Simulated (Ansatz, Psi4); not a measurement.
Here is a job for Ansatz (an electronic-structure program).
Ansatz 0.2 input:
```yaml
crystal:
  periodic: [false, false, false]
  atoms:
    - {symbol: O, position_ang: [-0.05168487, 0.00758199, -1.62217986]}
    - {symbol: C, position_ang: [0.02888989, -0.02120432, -0.40228227]}
    - {symbol: S, position_ang: [-0.02233192, 0.02665716, 1.10304489]}
    - {symbol: H, position_ang: [0.59745029, -0.35994452, -2.25758581]}
basis:
  gaussian:
    orbitals: cc-pVDZ
hamiltonian:
  xc: {name: wB97X-V}
total_charge: 1
accuracy: high
```

**Question.** Give the equivalent Psi4 input.

**Answer.** Several could match; the one computed here: 
```
memory 2 GB

molecule mol {
1 1
  O    -0.051685    0.007582   -1.622180
  C     0.028890   -0.021204   -0.402282
  S    -0.022332    0.026657    1.103045
  H     0.597450   -0.359945   -2.257586
}

set basis cc-pvdz
set reference rks
set scf_type pk
set puream true
set d_convergence 1e-8
set dft_radial_points 99
set dft_spherical_points 590

energy('wb97x-v')
print_variables()
```

Both were run: Ansatz gave -511.681684 Eh and Psi4 -511.681683 Eh, 0.001 mEh apart.
